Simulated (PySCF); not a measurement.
Breaking a bond: ZnH, doublet.

Method: PySCF with CCSD(T) on UHF/def2-SVP, 5 core orbitals frozen.

### Question
Relative to R = 1.62 Å, what are the energies at R = 1.44, 1.77, 2.42, 5.67 Å?

### Answer
0.199 eV at 1.44 Å, 0.067 eV at 1.77 Å, 0.712 eV at 2.42 Å, 0.819 eV at 5.67 Å.
